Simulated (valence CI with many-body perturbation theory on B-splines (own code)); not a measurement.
Nd10+: E2, M1 decay

Method: configuration interaction combined with many-body perturbation theory (CI+MBPT): four valence electrons over a frozen Dirac-Fock core [Kr] 4d10, radial functions for each j: 7 s, 7 p, 7 d, 7 f, 4 g, 2 h, with the one-electron correlation potential Σ1 (screened to all orders), the two-electron term Σ2, the three-electron term Σ3, Breit, model QED; selected single and double excitations, second order for the rest, scaled by the run's own slope (own B-spline code, finite nucleus).

No measured levels were compared; by estimate terms of the open shell hold to a few per cent of their energy, and close levels can change places; configurations with another count of f electrons can be misplaced by thousands of cm⁻¹. Among the levels kept, up to 300 cm⁻¹ of a level comes from second order outside the variational space, and about a tenth of that is noise between levels of different J, which matters for small intervals.

Lines 1 to 50 of 118 in falling wavelength, among levels below 221500 cm⁻¹, chosen from the decays that carry over 1 % of a level's rate. Wavelengths and rates use the calculated energies, so an error of 2000 cm⁻¹ moves a line at 28920 Å by 58 % and its rate by three times that or more. Electric multipoles are in the length gauge, E1 and E2 with the static RPA response of the core. S is in atomic units (e²a₀⁴ for E2 and M2, e²a₀⁶ for E3), for M1 in squared Bohr magnetons. Weak lines are less certain than strong ones. Lines between different terms over intervals too small for the method are left out, as are lines whose strength nearly cancels. Intervals below about 2000 cm⁻¹, as at the head of this list, are uncertain by tens of per cent.

Names give the largest LS component (configuration and term), which can be under half, so a name can repeat, a term be missing and a line seem to break the LS rules; names also repeat where a configuration has a term twice.

| λ vac (Å) | Upper | Lower | Type | A (s⁻¹) | S (a.u.) |
| --- | --- | --- | --- | --- | --- |
| 53570 | 4f2 5s2 3F_3 | 4f2 5s2 3F_2 | M1 | 1.58e-01 | 6.29e+00 |
| 51420 | 4f2 5s2 3P_2 | 4f2 5s2 3P_1 | M1 | 9.12e-02 | 2.30e+00 |
| 49340 | 4f 5s2 5p 3F_3 | 4f 5s2 5p 3F_2 | M1 | 1.16e-01 | 3.63e+00 |
| 32540 | 4f2 5s2 3H_5 | 4f2 5s2 3H_4 | M1 | 7.44e-01 | 1.05e+01 |
| 31680 | 4f2 5s2 3H_6 | 4f2 5s2 3H_5 | M1 | 7.08e-01 | 1.08e+01 |
| 28920 | 4f2 5s2 1G_4 | 4f2 5s2 3F_4 | M1 | 2.72e-01 | 2.20e+00 |
| 26760 | 4f 5s2 5p 3F_2 | 4f 5s2 5p 3G_3 | M1 | 5.21e-02 | 1.85e-01 |
| 26390 | 4f2 5s2 3P_0 | 4f2 5s2 3P_1 | M1 | 1.38e+00 | 9.37e-01 |
| 24560 | 4f2 5s2 3F_3 | 4f 5s2 5p 3G_4 | M1 | 3.18e-02 | 1.22e-01 |
| 22640 | 4f2 5s2 1G_4 | 4f2 5s2 3F_3 | M1 | 5.71e-01 | 2.21e+00 |
| 18330 | 4f 5s2 5p 3G_4 | 4f2 5s2 3H_4 | M1 | 7.38e-02 | 1.52e-01 |
| 17530 | 4f2 5s2 3F_3 | 4f 5s2 5p 3F_3 | M1 | 1.01e-02 | 1.41e-02 |
| 17350 | 4f 5s2 5p 3F_3 | 4f 5s2 5p 3G_3 | M1 | 1.08e-01 | 1.46e-01 |
| 17100 | 4f2 5s2 3P_1 | 5s2 5p2 3P_0 | M1 | 1.89e+00 | 1.05e+00 |
| 17060 | 4f2 5s2 3F_2 | 4f 5s2 5p 3F_2 | M1 | 4.79e-02 | 4.41e-02 |
| 14340 | 4f2 5s2 3P_1 | 4f2 5s2 1D_2 | M1 | 6.19e-01 | 2.03e-01 |
| 13520 | 4f 5s2 5p 3G_4 | 4f 5s2 5p 3G_3 | M1 | 3.95e+00 | 3.26e+00 |
| 13490 | 4f2 5s2 3F_4 | 4f2 5s2 3H_5 | M1 | 1.42e-01 | 1.16e-01 |
| 12940 | 4f2 5s2 3F_3 | 4f 5s2 5p 3F_2 | M1 | 1.47e-01 | 8.28e-02 |
| 11780 | 4f2 5s2 1G_4 | 4f 5s2 5p 3G_4 | M1 | 1.00e+00 | 5.48e-01 |
| 11210 | 4f2 5s2 3P_2 | 4f2 5s2 1D_2 | M1 | 2.17e+00 | 5.67e-01 |
| 10500 | 4f2 5s2 3F_3 | 4f2 5s2 3H_4 | M1 | 2.04e-02 | 6.13e-03 |
| 9881 | 4f2 5s2 1G_4 | 4f 5s2 5p 3F_3 | M1 | 7.27e-01 | 2.34e-01 |
| 9535 | 4f2 5s2 3F_4 | 4f2 5s2 3H_4 | M1 | 4.01e-01 | 1.16e-01 |
| 9198 | 4f2 5s2 1G_4 | 4f2 5s2 3H_5 | M1 | 5.67e-01 | 1.47e-01 |
| 8721 | 4f2 5s2 3F_3 | 4f 5s2 5p 3G_3 | M1 | 2.54e-01 | 4.38e-02 |
| 8048 | 4f2 5s2 3F_4 | 4f 5s2 5p 3G_3 | M1 | 3.03e+00 | 5.28e-01 |
| 7895 | 5s2 5p2 3P_2 | 5s2 5p2 3P_1 | M1 | 1.45e+01 | 1.33e+00 |
| 7171 | 4f2 5s2 1G_4 | 4f2 5s2 3H_4 | M1 | 4.03e-01 | 4.96e-02 |
| 6740 | 4f2 5s2 1D_2 | 4f2 5s2 3F_3 | M1 | 2.41e+00 | 1.37e-01 |
| 6296 | 4f2 5s2 1G_4 | 4f 5s2 5p 3G_3 | M1 | 6.38e-01 | 5.31e-02 |
| 5987 | 4f2 5s2 1D_2 | 4f2 5s2 3F_2 | M1 | 1.78e+00 | 7.08e-02 |
| 5609 | 5s2 5p2 3P_0 | 4f2 5s2 3F_2 | E2 | 1.09e-02 | 5.42e-02 |
| 4868 | 4f2 5s2 1D_2 | 4f 5s2 5p 3F_3 | M1 | 5.44e-01 | 1.16e-02 |
| 4585 | 4f2 5s2 3P_1 | 4f2 5s2 3F_3 | E2 | 8.70e-02 | 4.72e-01 |
| 4431 | 4f2 5s2 1D_2 | 4f 5s2 5p 3F_2 | M1 | 5.10e-01 | 8.22e-03 |
| 4387 | 4f2 5s2 3P_2 | 4f2 5s2 3F_4 | E2 | 4.41e-02 | 3.20e-01 |
| 4364 | 5s2 5p2 3P_2 | 4f 5s2 5p 1D_2 | M1 | 5.49e+00 | 8.46e-02 |
| 4224 | 4f2 5s2 3P_1 | 4f2 5s2 3F_2 | M1 | 7.65e-02 | 6.41e-04 |
| 4224 | 4f2 5s2 3P_1 | 4f2 5s2 3F_2 | E2 | 4.11e-02 | 1.48e-01 |
| 4221 | 5s2 5p2 3P_0 | 4f 5s2 5p 3F_2 | E2 | 8.99e-02 | 1.08e-01 |
| 4210 | 4f2 5s2 3P_2 | 4f2 5s2 3F_3 | M1 | 3.07e-01 | 4.24e-03 |
| 4048 | 4f2 5s2 1I_6 | 4f2 5s2 3H_6 | M1 | 1.43e+00 | 4.58e-02 |
| 3925 | 4f2 5s2 1I_6 | 4f 5s2 5p 3G_4 | E2 | 5.38e-02 | 5.82e-01 |
| 3802 | 4f2 5s2 1D_2 | 4f 5s2 5p 3G_3 | M1 | 6.30e-02 | 6.42e-04 |
| 3641 | 4f2 5s2 3P_0 | 4f2 5s2 3F_2 | E2 | 4.36e-01 | 2.49e-01 |
| 3635 | 4f2 5s2 3P_1 | 4f 5s2 5p 3F_3 | E2 | 6.34e-02 | 1.08e-01 |
| 3590 | 4f2 5s2 1I_6 | 4f2 5s2 3H_5 | M1 | 1.47e+00 | 3.28e-02 |
| 3556 | 5s2 5p2 3P_2 | 4f 5s2 5p 3D_1 | M1 | 4.83e+00 | 4.03e-02 |
| 3395 | 4f2 5s2 3P_2 | 4f 5s2 5p 3F_3 | M1 | 3.03e-01 | 2.20e-03 |
